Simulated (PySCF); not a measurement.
boron monoxide dimer (B2O2), SMILES O=BB=O.

Geometry optimised at PBE0-D3(BJ)/def2-TZVP. One conformer was computed; it need not be the lowest.

The numbers are results of PBE/def2-TZVPD (PySCF), not measurements.

Isolated molecule, no solvent.

Computed frontier levels, gap, dipole moment and polarisability:
The highest occupied level is -9.47 eV and the lowest empty level is -3.36 eV. The orbital gap is 6.11 eV and the dipole moment is 0.00 D. The quadrupole, principal values (traceless, Buckingham form, about the centre of nuclear charge) comes out as -12.58, 6.29, 6.29 D·Å and the mean static polarisability is 31.6 bohr³ (4.68 Å³). The polarisability, principal values is 23.6, 23.6, 47.6 bohr³.
